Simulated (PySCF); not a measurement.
MgF₂, SMILES [F][Mg][F].

Coordinates come from a PBE0-D3(BJ)/def2-TZVP optimisation. The isomer is the one that the SMILES or the coordinates give; other isomers of the formula were not compared.

Method: ωB97X/def2-TZVPD run with PySCF.

Gas-phase values at a fixed geometry.

### Question
Estimate the frontier levels, gap, dipole moment and polarisability. (An estimate is asked for; the answer gives what the named calculation found.)

### Answer

highest occupied level: -12.88 eV
lowest empty level: 0.20 eV
orbital gap: 13.09 eV
dipole moment: 0.00 D
quadrupole, principal values (traceless, Buckingham form, about the centre of nuclear charge): -18.76, 9.38, 9.38 D·Å
mean static polarisability: 18.0 bohr³ (2.66 Å³)
polarisability, principal values: 17.4, 17.4, 19.1 bohr³
